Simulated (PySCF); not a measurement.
C9H9NSi.
Numbering: `[CH:1]1=[CH:2][C:3]([c:4]2[cH:5][cH:6][cH:7][cH:8][n:9]2)=[CH:10][SiH2:11]1` (hydrogens: H12 on C1; H13 on C2; H14 on C5; H15 on C6; H16 on C7; H17 on C8; H18 on C10; H19, H20 on Si11)

Torsions of this conformer, `[CH:1]1=[CH:2][C:3]([c:4]2[cH:5][cH:6][cH:7][cH:8][n:9]2)=[CH:10][SiH2:11]1`: C2–C3–C4–C5 175°.

The closed-shell ground state was solved at several levels (PySCF, density fitting, gas phase, non-relativistic). Geometry: PBE0-D3(BJ)/def2-SVP, one conformer, isolated molecule.

```tsv
level	basis functions	HOMO (eV)	LUMO (eV)	gap (eV)	dipole (D)
PBE0/def2-SVPD	296	-6.57	-1.98	4.59	2.34
B3LYP/pcSseg-2	529	-6.33	-2.14	4.19	2.31
```

(1) What might PBE0/pcSseg-1 (239 basis functions) give for the same quantities?

(2) How far do the dipole and the HOMO energy spread over the levels?

## Answers

(1) HOMO -6.57 eV, LUMO -1.97 eV, gap 4.60 eV, dipole 2.33 D.

(2) The dipole runs from 2.31 to 2.34 D (mean 2.33 D) and the HOMO from -6.57 to -6.33 eV.
